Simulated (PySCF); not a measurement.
B3LYP has the VWN-RPA correlation part, as in Gaussian. 

# C$_{3}$H$_{6}$O, SMILES `C=COC` (C–C–O–C torsion 0°) (charge 0, multiplicity 1)

Computed with B3LYP-D3(BJ)/def2-TZVP (PySCF).

```json
{
  "HOMO": "-6.50 eV",
  "dipole_moment": "0.94 D",
  "HOMO–LUMO gap": "7.12 eV",
  "LUMO": "0.62 eV",
  "total_energy": "-193.2084 Ha",
  "cost": "about 30 core-seconds (a rough figure)"
}
```

```xyz
10

C      1.3809     0.4035    -0.1982
C      0.7575    -0.7715    -0.1429
O     -0.5515    -1.0109     0.0973
C     -1.3808     0.1183     0.3206
H      2.4410     0.4222    -0.4024
H      0.8842     1.3505    -0.0494
H      1.2815    -1.7069    -0.2964
H     -2.3827    -0.2667     0.4932
H     -1.0459     0.6822     1.1962
H     -1.3842     0.7794    -0.5510
```
